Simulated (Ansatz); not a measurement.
Method: r2SCAN-D4/def2-SVP (Ansatz, a program for electronic structure). No frequencies were computed at this level.

Ansatz 0.2 input:
```yaml
crystal:
  periodic: [false, false, false]
  atoms:
    - { symbol: Hf, position_ang: [-0.051724, 0.071806, 0.075857] }
    - { symbol: C, position_ang: [1.108479, 1.792401, 1.150732] }
    - { symbol: H, position_ang: [2.150845, 1.777165, 0.790258] }
    - { symbol: H, position_ang: [1.195272, 1.730368, 2.242696] }
    - { symbol: H, position_ang: [0.769253, 2.818886, 0.963903] }
    - { symbol: C, position_ang: [-2.313201, -0.085189, 0.640439] }
    - { symbol: H, position_ang: [-2.768586, -0.863517, 0.005182] }
    - { symbol: H, position_ang: [-2.938607, 0.801396, 0.478415] }
    - { symbol: H, position_ang: [-2.545897, -0.397737, 1.666357] }
    - { symbol: H, position_ang: [0.812088, -1.6069, 0.469586] }
    - { symbol: H, position_ang: [0.106101, 0.308093, -1.831305] }
basis:
  gaussian: { orbitals: def2-svp }
hamiltonian:
  xc: r2scan
  dispersion: d4
relax:
  max_steps: 150
```

Output:

```
[...]
these checks for a lower state are left out or cut short: starts, cluster_reference, orbital_swaps, neighbouring_geometries, increment
1094 factors; their error is unknown
mean field -3507.13280113 eV, -128.8847532215 hartree, gradient 2.0e-5 eV, S^2 0.000000; 0 other end points of the search recorded, 0 dependent functions left out
reference -3507.13282384 eV, -128.8847540561 hartree; 16, 16 occupied and 84, 84 virtual orbitals, 1094 factors
relax step  14: F+E_penalty+E_count = -3507.17774881 eV  Δ(F+E_penalty+E_count) = -8.822e-4 eV  max|allowed force component| = 1.149e-2 eV/Å  Δτ_max = 0.0272 Å  (29 SCF iters, accepted)
these checks for a lower state are left out or cut short: starts, cluster_reference, orbital_swaps, neighbouring_geometries, increment
1094 factors; their error is unknown
mean field -3507.13451534 eV, -128.8848162175 hartree, gradient 2.0e-5 eV, S^2 0.000000; 0 other end points of the search recorded, 0 dependent functions left out
reference -3507.13453806 eV, -128.8848170526 hartree; 16, 16 occupied and 84, 84 virtual orbitals, 1094 factors
relax step  15: F+E_penalty+E_count = -3507.17946528 eV  Δ(F+E_penalty+E_count) = -1.716e-3 eV  max|allowed force component| = 1.107e-1 eV/Å  Δτ_max = 0.0976 Å  (27 SCF iters, accepted)
these checks for a lower state are left out or cut short: starts, cluster_reference, orbital_swaps, neighbouring_geometries, increment
1094 factors; their error is unknown
mean field -3507.13622329 eV, -128.8848789835 hartree, gradient 2.0e-5 eV, S^2 0.000000; 0 other end points of the search recorded, 0 dependent functions left out
reference -3507.13624601 eV, -128.8848798184 hartree; 16, 16 occupied and 84, 84 virtual orbitals, 1094 factors
relax step  16: F+E_penalty+E_count = -3507.18115509 eV  Δ(F+E_penalty+E_count) = -1.690e-3 eV  max|allowed force component| = 9.815e-2 eV/Å  Δτ_max = 0.0568 Å  (29 SCF iters, accepted)
these checks for a lower state are left out or cut short: starts, cluster_reference, orbital_swaps, neighbouring_geometries, increment
1094 factors; their error is unknown
mean field evaluation 128: about -3507.1380 eV, gradient 3.7e-1 eV
mean field -3507.13820334 eV, -128.8849517490 hartree, gradient 2.0e-5 eV, S^2 0.000000; 0 other end points of the search recorded, 0 dependent functions left out
reference -3507.13822603 eV, -128.8849525830 hartree; 16, 16 occupied and 84, 84 virtual orbitals, 1094 factors
relax step  17: F+E_penalty+E_count = -3507.18309523 eV  Δ(F+E_penalty+E_count) = -1.940e-3 eV  max|allowed force component| = 1.371e-1 eV/Å  Δτ_max = 0.0824 Å  (28 SCF iters, accepted)
these checks for a lower state are left out or cut short: starts, cluster_reference, orbital_swaps, neighbouring_geometries, increment
1094 factors; their error is unknown
mean field -3507.13923065 eV, -128.8849895022 hartree, gradient 2.0e-5 eV, S^2 0.000000; 0 other end points of the search recorded, 0 dependent functions left out
reference -3507.13925335 eV, -128.8849903361 hartree; 16, 16 occupied and 84, 84 virtual orbitals, 1094 factors
relax step  18: F+E_penalty+E_count = -3507.18409157 eV  Δ(F+E_penalty+E_count) = -9.963e-4 eV  max|allowed force component| = 2.051e-1 eV/Å  Δτ_max = 0.0929 Å  (28 SCF iters, accepted)
these checks for a lower state are left out or cut short: starts, cluster_reference, orbital_swaps, neighbouring_geometries, increment
1094 factors; their error is unknown
mean field -3507.14184472 eV, -128.8850855674 hartree, gradient 2.0e-5 eV, S^2 0.000000; 0 other end points of the search recorded, 0 dependent functions left out
reference -3507.14186740 eV, -128.8850864010 hartree; 16, 16 occupied and 84, 84 virtual orbitals, 1094 factors
relax step  19: F+E_penalty+E_count = -3507.18668478 eV  Δ(F+E_penalty+E_count) = -2.593e-3 eV  max|allowed force component| = 1.555e-1 eV/Å  Δτ_max = 0.0692 Å  (30 SCF iters, accepted)
these checks for a lower state are left out or cut short: starts, cluster_reference, orbital_swaps, neighbouring_geometries, increment
1094 factors; their error is unknown
mean field -3507.14645943 eV, -128.8852551550 hartree, gradient 2.1e-5 eV, S^2 0.000000; 0 other end points of the search recorded, 0 dependent functions left out
reference -3507.14648214 eV, -128.8852559895 hartree; 16, 16 occupied and 84, 84 virtual orbitals, 1094 factors
relax step  20: F+E_penalty+E_count = -3507.19123512 eV  Δ(F+E_penalty+E_count) = -4.550e-3 eV  max|allowed force component| = 2.052e-2 eV/Å  Δτ_max = 0.0965 Å  (28 SCF iters, accepted)
these checks for a lower state are left out or cut short: starts, cluster_reference, orbital_swaps, neighbouring_geometries, increment
1094 factors; their error is unknown
mean field evaluation 160: about -3507.1419 eV, gradient 1.1e-5 eV
mean field -3507.14193333 eV, -128.8850888236 hartree, gradient 1.1e-5 eV, S^2 0.000000; 0 other end points of the search recorded, 0 dependent functions left out
reference -3507.14195604 eV, -128.8850896583 hartree; 16, 16 occupied and 84, 84 virtual orbitals, 1094 factors
relax step  21: F+E_penalty+E_count = -3507.18659920 eV  Δ(F+E_penalty+E_count) = +4.636e-3 eV  max|allowed force component| = 3.529e-1 eV/Å  Δτ_max = 0.1945 Å  (29 SCF iters, rejected (line search))
these checks for a lower state are left out or cut short: starts, cluster_reference, orbital_swaps, neighbouring_geometries, increment
1094 factors; their error is unknown
mean field -3507.14123635 eV, -128.8850632101 hartree, gradient 1.2e-5 eV, S^2 0.000000; 0 other end points of the search recorded, 0 dependent functions left out
reference -3507.14125907 eV, -128.8850640449 hartree; 16, 16 occupied and 84, 84 virtual orbitals, 1094 factors
relax step  22: F+E_penalty+E_count = -3507.18607515 eV  Δ(F+E_penalty+E_count) = +5.160e-3 eV  max|allowed force component| = 2.930e-1 eV/Å  Δτ_max = 0.0972 Å  (30 SCF iters, rejected (line search))
these checks for a lower state are left out or cut short: starts, cluster_reference, orbital_swaps, neighbouring_geometries, increment
1094 factors; their error is unknown
mean field -3507.14782531 eV, -128.8853053500 hartree, gradient 2.0e-5 eV, S^2 0.000000; 0 other end points of the search recorded, 0 dependent functions left out
reference -3507.14784802 eV, -128.8853061846 hartree; 16, 16 occupied and 84, 84 virtual orbitals, 1094 factors
relax step  23: F+E_penalty+E_count = -3507.19261362 eV  Δ(F+E_penalty+E_count) = -1.378e-3 eV  max|allowed force component| = 1.471e-2 eV/Å  Δτ_max = 0.0464 Å  (30 SCF iters, accepted)
these checks for a lower state are left out or cut short: starts, cluster_reference, orbital_swaps, neighbouring_geometries, increment
1094 factors; their error is unknown
mean field -3507.14930482 eV, -128.8853597209 hartree, gradient 2.0e-5 eV, S^2 0.000000; 0 other end points of the search recorded, 0 dependent functions left out
reference -3507.14932752 eV, -128.8853605550 hartree; 16, 16 occupied and 84, 84 virtual orbitals, 1094 factors
relax step  24: F+E_penalty+E_count = -3507.19407865 eV  Δ(F+E_penalty+E_count) = -1.465e-3 eV  max|allowed force component| = 1.258e-1 eV/Å  Δτ_max = 0.0975 Å  (28 SCF iters, accepted)
these checks for a lower state are left out or cut short: starts, cluster_reference, orbital_swaps, neighbouring_geometries, increment
1094 factors; their error is unknown
mean field -3507.15064780 eV, -128.8854090747 hartree, gradient 2.0e-5 eV, S^2 0.000000; 0 other end points of the search recorded, 0 dependent functions left out
reference -3507.15067048 eV, -128.8854099082 hartree; 16, 16 occupied and 84, 84 virtual orbitals, 1094 factors
relax step  25: F+E_penalty+E_count = -3507.19539925 eV  Δ(F+E_penalty+E_count) = -1.321e-3 eV  max|allowed force component| = 6.931e-2 eV/Å  Δτ_max = 0.0392 Å  (30 SCF iters, accepted)
these checks for a lower state are left out or cut short: starts, cluster_reference, orbital_swaps, neighbouring_geometries, increment
1094 factors; their error is unknown
mean field evaluation 192: about -3507.1490 eV, gradient 3.3e-4 eV
mean field -3507.14896420 eV, -128.8853472033 hartree, gradient 2.1e-5 eV, S^2 0.000000; 0 other end points of the search recorded, 0 dependent functions left out
reference -3507.14898682 eV, -128.8853480348 hartree; 16, 16 occupied and 84, 84 virtual orbitals, 1094 factors
relax step  26: F+E_penalty+E_count = -3507.19375392 eV  Δ(F+E_penalty+E_count) = +1.645e-3 eV  max|allowed force component| = 1.486e-1 eV/Å  Δτ_max = 0.1023 Å  (29 SCF iters, rejected (line search))
these checks for a lower state are left out or cut short: starts, cluster_reference, orbital_swaps, neighbouring_geometries, increment
1094 factors; their error is unknown
mean field -3507.15183501 eV, -128.8854527035 hartree, gradient 1.9e-5 eV, S^2 0.000000; 0 other end points of the search recorded, 0 dependent functions left out
reference -3507.15185766 eV, -128.8854535362 hartree; 16, 16 occupied and 84, 84 virtual orbitals, 1094 factors
relax step  27: F+E_penalty+E_count = -3507.19657752 eV  Δ(F+E_penalty+E_count) = -1.178e-3 eV  max|allowed force component| = 2.847e-2 eV/Å  Δτ_max = 0.0492 Å  (29 SCF iters, accepted)
these checks for a lower state are left out or cut short: starts, cluster_reference, orbital_swaps, neighbouring_geometries, increment
1094 factors; their error is unknown
mean field -3507.15244939 eV, -128.8854752817 hartree, gradient 2.0e-5 eV, S^2 0.000000; 0 other end points of the search recorded, 0 dependent functions left out
reference -3507.15247204 eV, -128.8854761141 hartree; 16, 16 occupied and 84, 84 virtual orbitals, 1094 factors
relax step  28: F+E_penalty+E_count = -3507.19717845 eV  Δ(F+E_penalty+E_count) = -6.009e-4 eV  max|allowed force component| = 6.645e-2 eV/Å  Δτ_max = 0.0817 Å  (28 SCF iters, accepted)
these checks for a lower state are left out or cut short: starts, cluster_reference, orbital_swaps, neighbouring_geometries, increment
1094 factors; their error is unknown
mean field -3507.15282749 eV, -128.8854891766 hartree, gradient 2.0e-5 eV, S^2 0.000000; 0 other end points of the search recorded, 0 dependent functions left out
reference -3507.15285014 eV, -128.8854900089 hartree; 16, 16 occupied and 84, 84 virtual orbitals, 1094 factors
relax step  29: F+E_penalty+E_count = -3507.19756019 eV  Δ(F+E_penalty+E_count) = -3.817e-4 eV  max|allowed force component| = 2.407e-2 eV/Å  Δτ_max = 0.0104 Å  (31 SCF iters, accepted)
these checks for a lower state are left out or cut short: starts, cluster_reference, orbital_swaps, neighbouring_geometries, increment
1094 factors; their error is unknown
mean field -3507.15296557 eV, -128.8854942512 hartree, gradient 2.0e-5 eV, S^2 0.000000; 0 other end points of the search recorded, 0 dependent functions left out
reference -3507.15298822 eV, -128.8854950834 hartree; 16, 16 occupied and 84, 84 virtual orbitals, 1094 factors
relax step  30: F+E_penalty+E_count = -3507.19769270 eV  Δ(F+E_penalty+E_count) = -1.325e-4 eV  max|allowed force component| = 2.299e-3 eV/Å  Δτ_max = 0.0140 Å  (31 SCF iters, accepted)
these checks for a lower state are left out or cut short: starts, cluster_reference, orbital_swaps, neighbouring_geometries, increment
1094 factors; their error is unknown
mean field evaluation 224: about -3507.2266 eV, gradient 1.3e0 eV
mean field -3507.15305137 eV, -128.8854974042 hartree, gradient 2.0e-5 eV, S^2 0.000000; 0 other end points of the search recorded, 0 dependent functions left out
reference -3507.15307402 eV, -128.8854982364 hartree; 16, 16 occupied and 84, 84 virtual orbitals, 1094 factors
relax step  31: F+E_penalty+E_count = -3507.19777673 eV  Δ(F+E_penalty+E_count) = -8.403e-5 eV  max|allowed force component| = 1.125e-2 eV/Å  Δτ_max = 0.0302 Å  (29 SCF iters, accepted)
these checks for a lower state are left out or cut short: starts, cluster_reference, orbital_swaps, neighbouring_geometries, increment
1094 factors; their error is unknown
mean field -3507.15307124 eV, -128.8854981344 hartree, gradient 2.0e-5 eV, S^2 0.000000; 0 other end points of the search recorded, 0 dependent functions left out
reference -3507.15309389 eV, -128.8854989666 hartree; 16, 16 occupied and 84, 84 virtual orbitals, 1094 factors
relax step  32: F+E_penalty+E_count = -3507.19779468 eV  Δ(F+E_penalty+E_count) = -1.795e-5 eV  max|allowed force component| = 2.929e-3 eV/Å  Δτ_max = 0.0160 Å  (30 SCF iters, accepted)
1094 factors; their error is unknown
mean field evaluation 256: about -3507.1531 eV, gradient 9.8e-3 eV
mean field -3507.15307124 eV, -128.8854981344 hartree, gradient 2.0e-5 eV, S^2 0.000000; 1 other end points of the search recorded, 0 dependent functions left out
reference -3507.15309389 eV, -128.8854989666 hartree; 16, 16 occupied and 84, 84 virtual orbitals, 1094 factors
Total energy: -3507.19781733 eV, -128.8871425228 hartree
Atom 0 at    -0.048319     0.066558     0.050421 Å, force    -0.000605    -0.000596     0.002928 eV/Å
Atom 1 at     0.932146     1.776445     1.000046 Å, force    -0.000109     0.002207     0.000532 eV/Å
Atom 2 at     1.831326     1.421482     1.543796 Å, force    -0.002261     0.001065    -0.000474 eV/Å
Atom 3 at     0.314310     2.352206     1.712841 Å, force     0.002929    -0.000956    -0.002128 eV/Å
Atom 4 at     1.279570     2.476670     0.213128 Å, force    -0.001505    -0.001164     0.002923 eV/Å
Atom 5 at    -2.107909    -0.107291     0.768030 Å, force     0.000400    -0.000994     0.001471 eV/Å
Atom 6 at    -2.798948    -0.054339    -0.097766 Å, force    -0.000463     0.001632    -0.000367 eV/Å
Atom 7 at    -2.428926     0.654915     1.500908 Å, force    -0.000985    -0.000367    -0.000567 eV/Å
Atom 8 at    -2.244675    -1.103315     1.236405 Å, force     0.000867     0.001423     0.000029 eV/Å
Atom 9 at     0.876812    -1.484653     0.517744 Å, force     0.000730    -0.000308    -0.002673 eV/Å
Atom 10 at    -0.081364     0.348093    -1.793431 Å, force     0.001003    -0.001942    -0.001672 eV/Å
Dipole moment:    -0.118703     0.169031     0.183131 e Å
```

Cost: roughly 2.3 core-minutes.
